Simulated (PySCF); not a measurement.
F2Ge, triplet, geometry from GFN2-xTB (the spin is typed, not shown lowest); B3LYP/6-311G** in PySCF.

Input for PySCF:
```python
from pyscf import gto, scf, dft

mol = gto.Mole()
mol.atom = '''
    Ge    0.01078596   -0.00766682    0.33769324
    F     0.83389596    1.52835128   -0.59320123
    F    -0.87224604   -1.50109147   -0.60748585
'''
mol.basis = '6-311g**'
mol.spin = 2
mol.verbose = 4
mol.build()

mf = dft.UKS(mol)
mf.xc = 'b3lyp'
mf.kernel()
mf.analyze()
```

The log (banner, timings and long lists left out):

```
PySCF version 2.14.0

[INPUT] verbose = 4
[INPUT] num. atoms = 3
[INPUT] num. electrons = 50
[INPUT] charge = 0
[INPUT] spin (= nelec alpha-beta = 2S) = 2
[INPUT] symmetry False subgroup None
[INPUT] Mole.unit = angstrom
[INPUT] Symbol           X                Y                Z      unit          X                Y                Z       unit  Magmom
[INPUT]  1 Ge     0.010785960000  -0.007666820000   0.337693240000 AA    0.020382510391  -0.014488190046   0.638147737717 Bohr   0.0
[INPUT]  2 F      0.833895960000   1.528351280000  -0.593201230000 AA    1.575834980781   2.888165341328  -1.120987861455 Bohr   0.0
[INPUT]  3 F     -0.872246040000  -1.501091470000  -0.607485850000 AA   -1.648306128836  -2.836651766221  -1.147981881049 Bohr   0.0

nuclear repulsion = 166.604935085854
number of shells = 34
number of NR pGTOs = 146
number of NR cGTOs = 80
basis = 6-311g**
ecp = {}

******** <class 'pyscf.dft.uks.UKS'> ********
method = UKS
initial guess = minao
damping factor = 0
level_shift factor = 0
DIIS = <class 'pyscf.scf.diis.CDIIS'>
diis_start_cycle = 1
diis_space = 8
diis_damp = 0
SCF conv_tol = 1e-09
SCF conv_tol_grad = None
SCF max_cycles = 50
direct_scf = True
direct_scf_tol = 1e-13
number electrons alpha = 26  beta = 24
XC library pyscf.dft.libxc version 7.1.2
    S. Lehtola, C. Steigemann, M. J. T. Oliveira, and M. A. L. Marques,  SoftwareX 7, 1–5 (2018)
XC functionals = b3lyp
    P. J. Stephens, F. J. Devlin, C. F. Chabalowski, and M. J. Frisch,  J. Phys. Chem. 98, 11623 (1994)
radial grids:
    Treutler-Ahlrichs [JCP 102, 346 (1995); DOI:10.1063/1.469408] (M4) radial grids

becke partition: Becke, JCP 88, 2547 (1988); DOI:10.1063/1.454033
pruning grids: <function nwchem_prune>
grids dens level: 3
symmetrized grids: False
atomic radii adjust function: <function treutler_atomic_radii_adjust>
small_rho_cutoff = 0
Set gradient conv threshold to 3.16228e-05
tot grids = 49168
init E= -2274.57738457119

cycle= 1 E= -2276.40317417649  delta_E= -1.83  |g|= 1.37  |ddm|= 1.22

cycle= 2 E= -2274.37895718831  delta_E= 2.02  |g|= 2.56  |ddm|= 1.81

cycle= 3 E= -2276.52252942702  delta_E= -2.14  |g|= 0.629  |ddm|= 1.63

cycle= 4 E= -2276.66341135304  delta_E= -0.141  |g|= 0.213  |ddm|= 0.465

cycle= 5 E= -2276.67199525297  delta_E= -0.00858  |g|= 0.0557  |ddm|= 0.0913

cycle= 6 E= -2276.67261595768  delta_E= -0.000621  |g|= 0.0165  |ddm|= 0.0263

cycle= 7 E= -2276.67276514846  delta_E= -0.000149  |g|= 0.00249  |ddm|= 0.0168

cycle= 8 E= -2276.67277350847  delta_E= -8.36e-06  |g|= 0.000741  |ddm|= 0.00594

cycle= 9 E= -2276.67277377803  delta_E= -2.7e-07  |g|= 0.000978  |ddm|= 0.00159

cycle= 10 E= -2276.67277411846  delta_E= -3.4e-07  |g|= 0.000257  |ddm|= 0.000675

cycle= 11 E= -2276.67277415082  delta_E= -3.24e-08  |g|= 2.37e-05  |ddm|= 0.000235

cycle= 12 E= -2276.67277415164  delta_E= -8.15e-10  |g|= 6.65e-06  |ddm|= 5.55e-05

Extra cycle  E= -2276.67277415166  delta_E= -2.09e-11  |g|= 9.05e-06  |ddm|= 1.23e-05
converged SCF energy = -2276.67277415166  <S^2> = 2.0090477  2S+1 = 3.0060258
**** SCF Summaries ****
Total Energy =                       -2276.672774151656085
Nuclear Repulsion Energy =             166.604935085853754
One-electron Energy =                -3504.618080693643151
Two-electron Energy =                 1061.340371456133198
Two-electron Coulomb Energy =         1161.289835509364138
DFT Exchange-Correlation Energy =      -99.949464053230855
**** MO energy ****
                             alpha | beta                alpha | beta
MO #1   energy= -398.816190081878  | -398.813499839673  occ= 1 | 1
MO #2   energy= -49.865809354846   | -49.8641841868223  occ= 1 | 1
MO #3   energy= -44.3886978671406  | -44.387360761499   occ= 1 | 1
MO #4   energy= -44.3873018869452  | -44.3860616085015  occ= 1 | 1
MO #5   energy= -44.3869924330715  | -44.3833167999888  occ= 1 | 1
MO #6   energy= -24.6783178125377  | -24.6667763459639  occ= 1 | 1
MO #7   energy= -24.6783128334044  | -24.6667698645313  occ= 1 | 1
MO #8   energy= -6.30413674046872  | -6.29945956558515  occ= 1 | 1
MO #9   energy= -4.4796991703118   | -4.47610177002451  occ= 1 | 1
MO #10  energy= -4.47470181362321  | -4.47343183294323  occ= 1 | 1
MO #11  energy= -4.47250650186387  | -4.4639618945906   occ= 1 | 1
MO #12  energy= -1.29918261030249  | -1.29629772073923  occ= 1 | 1
MO #13  energy= -1.29755323534511  | -1.29446315194382  occ= 1 | 1
MO #14  energy= -1.29332774653106  | -1.28597519439174  occ= 1 | 1
MO #15  energy= -1.29149520001669  | -1.28379292888923  occ= 1 | 1
MO #16  energy= -1.28940689593784  | -1.28351645929456  occ= 1 | 1
MO #17  energy= -1.157655600341    | -1.12899902921444  occ= 1 | 1
MO #18  energy= -1.15464084613087  | -1.12605786576873  occ= 1 | 1
MO #19  energy= -0.569821575928574 | -0.518818941960714 occ= 1 | 1
MO #20  energy= -0.481909833072343 | -0.421094639891848 occ= 1 | 1
MO #21  energy= -0.424905009885992 | -0.409990140267389 occ= 1 | 1
MO #22  energy= -0.423556475201964 | -0.405275030667158 occ= 1 | 1
MO #23  energy= -0.415050443868892 | -0.399771309665342 occ= 1 | 1
MO #24  energy= -0.41132631854677  | -0.396910562507686 occ= 1 | 1
MO #25  energy= -0.37975279862141  | -0.256869032047945 occ= 1 | 0
MO #26  energy= -0.205934208205938 | -0.0896386710184163 occ= 1 | 0
MO #27  energy= -0.0930477316129843 | -0.0650963667167284 occ= 0 | 0
MO #28  energy= -0.0351198736737235 | -0.0077576255634948 occ= 0 | 0
MO #29  energy= 0.126148387755076  | 0.142755975201884  occ= 0 | 0
MO #30  energy= 0.130582101408896  | 0.146291233369962  occ= 0 | 0
MO #31  energy= 0.163471161349296  | 0.175603679210514  occ= 0 | 0
MO #32  energy= 0.173644346272038  | 0.186843925840016  occ= 0 | 0
MO #33  energy= 0.315179578741463  | 0.364389846821951  occ= 0 | 0
MO #34  energy= 0.32367500531732   | 0.364549476024051  occ= 0 | 0

To work with the spin densities directly, `use mulliken_meta_spin()` only printing them here.

 ** Mulliken spin pop alpha/beta on meta-lowdin orthogonal AOs **
 ** Mulliken Spin Density (per AO)  **
spin_pop of  0 Ge 1s        0.00000
spin_pop of  0 Ge 2s        0.00001
spin_pop of  0 Ge 3s        0.00003
spin_pop of  0 Ge 4s        0.35439
spin_pop of  0 Ge 5s        0.00048
spin_pop of  0 Ge 6s        0.00002
spin_pop of  0 Ge 7s        0.00003
spin_pop of  0 Ge 8s        0.00003
spin_pop of  0 Ge 2px       0.00000
spin_pop of  0 Ge 2py       0.00000
spin_pop of  0 Ge 2pz       0.00000
spin_pop of  0 Ge 3px       0.00003
spin_pop of  0 Ge 3py      -0.00000
spin_pop of  0 Ge 3pz      -0.00000
spin_pop of  0 Ge 4px       0.69650
spin_pop of  0 Ge 4py       0.19219
spin_pop of  0 Ge 4pz       0.11956
spin_pop of  0 Ge 5px      -0.00018
spin_pop of  0 Ge 5py      -0.00116
spin_pop of  0 Ge 5pz       0.00186
spin_pop of  0 Ge 6px      -0.00009
spin_pop of  0 Ge 6py      -0.00014
spin_pop of  0 Ge 6pz       0.00009
spin_pop of  0 Ge 7px       0.00000
spin_pop of  0 Ge 7py       0.00000
spin_pop of  0 Ge 7pz      -0.00000
spin_pop of  0 Ge 8px       0.00001
spin_pop of  0 Ge 8py       0.00001
spin_pop of  0 Ge 8pz       0.00001
spin_pop of  0 Ge 3dxy     -0.00002
spin_pop of  0 Ge 3dyz     -0.00011
spin_pop of  0 Ge 3dz^2    -0.00005
spin_pop of  0 Ge 3dxz     -0.00013
spin_pop of  0 Ge 3dx2-y2   -0.00008
spin_pop of  0 Ge 4dxy      0.00122
spin_pop of  0 Ge 4dyz      0.00017
spin_pop of  0 Ge 4dz^2     0.00019
spin_pop of  0 Ge 4dxz      0.00092
spin_pop of  0 Ge 4dx2-y2    0.00040
spin_pop of  0 Ge 5dxy      0.00056
spin_pop of  0 Ge 5dyz      0.00022
spin_pop of  0 Ge 5dz^2    -0.00003
spin_pop of  0 Ge 5dxz      0.00083
spin_pop of  0 Ge 5dx2-y2    0.00009
spin_pop of  1 F 1s       -0.00000
spin_pop of  1 F 2s        0.00018
spin_pop of  1 F 3s       -0.00012
spin_pop of  1 F 4s        0.00000
spin_pop of  1 F 2px       0.05515
spin_pop of  1 F 2py       0.12254
spin_pop of  1 F 2pz       0.13833
spin_pop of  1 F 3px       0.00002
spin_pop of  1 F 3py      -0.00009
spin_pop of  1 F 3pz       0.00001
spin_pop of  1 F 4px       0.00000
spin_pop of  1 F 4py      -0.00001
spin_pop of  1 F 4pz      -0.00001
spin_pop of  1 F 3dxy      0.00001
spin_pop of  1 F 3dyz      0.00003
spin_pop of  1 F 3dz^2     0.00001
spin_pop of  1 F 3dxz      0.00001
spin_pop of  1 F 3dx2-y2    0.00001
spin_pop of  2 F 1s       -0.00000
spin_pop of  2 F 2s        0.00018
spin_pop of  2 F 3s       -0.00012
spin_pop of  2 F 4s        0.00000
spin_pop of  2 F 2px       0.06416
spin_pop of  2 F 2py       0.11117
spin_pop of  2 F 2pz       0.14069
spin_pop of  2 F 3px       0.00002
spin_pop of  2 F 3py      -0.00009
spin_pop of  2 F 3pz       0.00001
spin_pop of  2 F 4px       0.00000
spin_pop of  2 F 4py      -0.00001
spin_pop of  2 F 4pz      -0.00001
spin_pop of  2 F 3dxy      0.00002
spin_pop of  2 F 3dyz      0.00003
spin_pop of  2 F 3dz^2     0.00001
spin_pop of  2 F 3dxz      0.00001
spin_pop of  2 F 3dx2-y2    0.00001
 ** Mulliken Spin Density (per atom)  **
spin density of  0 Ge =      1.36784
spin density of  1 F =      0.31608
spin density of  2 F =      0.31608
 ** Mulliken pop alpha/beta on meta-lowdin orthogonal AOs **
 ** Mulliken pop       alpha | beta **
In total            26.00000 | 24.00000
 ** Mulliken atomic charges   ( Nelec_alpha | Nelec_beta ) **
charge of  0Ge =      0.71254  (    16.32765     14.95981 )
charge of  1F =     -0.35627  (     4.83618      4.52010 )
charge of  2F =     -0.35627  (     4.83618      4.52009 )
Dipole moment(X, Y, Z, Debye):  0.07331, -0.05213,  2.29537
```
